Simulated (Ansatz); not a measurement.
Two isomers of C2H6Cl2Si: A = `CC([SiH3])(Cl)Cl`, B = `C[Si](C)(Cl)Cl`.

Gas-phase electronic energies from Ansatz, PBE0-D4/def2-TZVP geometries. CBS: MP2 limit from def2 TZ/QZ plus the TZ coupled-cluster correction, frozen cores. DFT in def2-TZVPP. B3LYP here is the variant with VWN-RPA as its local correlation; programs differ in this.

(1) Which isomer does CCSD(T)/CBS put lower? Give the gap. (An estimate is asked.)

(2) Give E(B) − E(A) in kJ/mol with HF/def2-TZVPP, r2SCAN-D4, MP2/def2-TZVPP, B3LYP-D4, CCSD/def2-TZVPP, PBE0-D4, LDA (SPW92). (An estimate is asked.)

(3) Does the order hold for the free energy at 298.15 K (harmonic terms from PBE0-D4)? (Estimate.)

Largest T1 diagnostic: 0.010.

Answers

(1) The calculation gave: B, by 394.4 kJ/mol.

(2) Computed: HF/def2-TZVPP -413.3, r2SCAN-D4 -404.0, MP2/def2-TZVPP -400.2, B3LYP-D4 -392.2, CCSD/def2-TZVPP -396.2, PBE0-D4 -397.5, LDA (SPW92) -376.4. None reverses the order clearly.

(3) The calculation gave: Yes: G(B) − G(A) = -379.6 kJ/mol.

From PBE to PBE0 (25 % exact exchange), in def2-TZVPP and without D4, E(B) − E(A) moves by −13.9 kJ/mol. At CCSD(T), def2-SVP lies +31.6 kJ/mol from the extrapolated value and def2-TZVPP +4.2 kJ/mol.
